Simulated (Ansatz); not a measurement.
`[F][Al]([Cl])[Cl]` and `C#[C][Al]([F])[Cl]` differ in one atom or group.

Ansatz, PBE0-D4/def2-TZVP geometries, multiplicity 1. 

```tsv
property	`[F][Al]([Cl])[Cl]`
size of the dipole moment (ωB97M-V/def2-TZVPP) / D	0.44
HOMO–LUMO gap (ωB97M-V/def2-TZVPP) / eV	12.30
LUMO energy (B3LYP/def2-TZVPP) / eV	-1.61
size of the dipole moment (PBE/def2-TZVPP) / D	0.45
LUMO energy (PBE/def2-TZVPP) / eV	-2.17
HOMO–LUMO gap (PBE/def2-TZVPP) / eV	6.00
```

Problem. What does the change do to each property? (An estimate is asked.)

Solution. The calculation gave: 
```csv
property,`C#[C][Al]([F])[Cl]`,shift
size of the dipole moment (ωB97M-V/def2-TZVPP) / D,2.02,1.58
HOMO–LUMO gap (ωB97M-V/def2-TZVPP) / eV,11.34,-0.96
LUMO energy (B3LYP/def2-TZVPP) / eV,-1.71,-0.10
size of the dipole moment (PBE/def2-TZVPP) / D,1.98,1.53
LUMO energy (PBE/def2-TZVPP) / eV,-2.32,-0.15
HOMO–LUMO gap (PBE/def2-TZVPP) / eV,5.19,-0.81
```

With PBE0 the HOMO rises by 0.87 eV and the LUMO falls by 0.18 eV, so the gap narrows by about 1.05 eV. PBE moves the HOMO by 0.67 eV and ωB97M-V by 0.87 eV. The zero-point energy changes by 45.4 kJ/mol with +6 modes. Dipoles are sizes alone; their direction can turn.

B3LYP here is the variant with VWN-RPA as its local correlation; programs differ in this.
